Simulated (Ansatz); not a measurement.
Species: CH$_{4}$BO, charge 0, doublet. CH4BO (SMILES C[B]O, doublet).
B3LYP-D3(BJ)/def2-TZVP minimum from Ansatz (a first-principles code):
```xyz
7

B      0.2139     0.2869    -0.4460
C     -1.1858    -0.3909    -0.3008
H     -1.3276    -1.1420    -1.0822
H     -1.9814     0.3458    -0.4386
H     -1.3298    -0.8761     0.6746
O      1.2058     0.3361     0.4479
H      1.0383    -0.1053     1.2983
```
Charge 0, spin multiplicity 2.

Total energies in hartree (Ansatz). Open shells are spin-unrestricted; no spin-orbit coupling. Cores are frozen in correlated methods. No relativity. For partners of very few electrons the exact lower level stands in for a higher one.

```tsv
species	HF/cc-pVTZ	CCSD(T)/cc-pVTZ	HF/cc-pVQZ	CCSD(T)/cc-pVQZ	CCSD(T)/cc-pVDZ	CCSDT(Q)/cc-pVDZ
1: CH4BO (SMILES O[B]C, doublet)	-139.79353	-140.33164	-139.80386	-140.37433	-140.18447	-140.18619
2: B (doublet)	-24.53207	-24.59810	-24.53297	-24.60084	-24.58941	-24.58977
3: C (triplet)	-37.69157	-37.78076	-37.69331	-37.78654	-37.76038	-37.76071
4: H (doublet)	-0.49981	-0.49981	-0.49995	-0.49995	-0.49928	-0.49928
5: O (triplet)	-74.81176	-74.97396	-74.81729	-74.99357	-74.90995	-74.91013
```

Task: Work out the atomisation energy (electronic, to ground-state atoms) in kJ/mol: take Hartree-Fock from cc-pVQZ, extrapolate the CCSD(T) correlation energy as X^-3 (X = 3, 4), and add CCSDT(Q) - CCSD(T) in cc-pVDZ. 1 hartree = 2625.5 kJ/mol.

Result: 
Species 1: correlation (64·(-0.57047) - 27·(-0.53811))/37 = -0.59408; step -0.00172; E1 = -139.80386 + (-0.59408) + (-0.00172) = -140.39966
Species 2: correlation (64·(-0.06787) - 27·(-0.06603))/37 = -0.06921; step -0.00036; E2 = -24.53297 + (-0.06921) + (-0.00036) = -24.60254
Species 3: correlation (64·(-0.09323) - 27·(-0.08919))/37 = -0.09618; step -0.00033; E3 = -37.69331 + (-0.09618) + (-0.00033) = -37.78982
Species 4: correlation (64·(0.00000) - 27·(0.00000))/37 = 0.00000; step +0.00000; E4 = -0.49995 + (0.00000) + (+0.00000) = -0.49995
Species 5: correlation (64·(-0.17628) - 27·(-0.16220))/37 = -0.18655; step -0.00018; E5 = -74.81729 + (-0.18655) + (-0.00018) = -75.00402
-1·E1 +1·E2 +1·E3 +4·E4 +1·E5 = 1.00348 hartree = 2634.6 kJ/mol.
